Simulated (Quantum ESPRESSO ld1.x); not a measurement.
Q: The mean radii <r> (bohr) of the occupied orbitals of an atom or ion are listed with their occupations. All-electron calculation, scalar-relativistic Kohn-Sham, LDA (Slater exchange, VWN5 correlation), spin-polarised, spherical densities, point nucleus. Program: ld1.x of Quantum ESPRESSO 7.5.

| orbital | occ. | <r> |
|---|---|---|
| 1s | 2 | 0.03167 |

Name the element and its charge. Open shells, if any, are filled with parallel spins first.

A: Z = 46, palladium, charge +44: Pd44+ in [He]. The 1s radius gives Z: for a bare nucleus <r> = (2 gamma + 1)/(2Z) with gamma = sqrt(1 - (Z/c)^2), 0.03135 bohr for Z = 46, and screening makes it slightly larger (0.03167 here). The occupations add up to 2, and the charge is Z minus that.
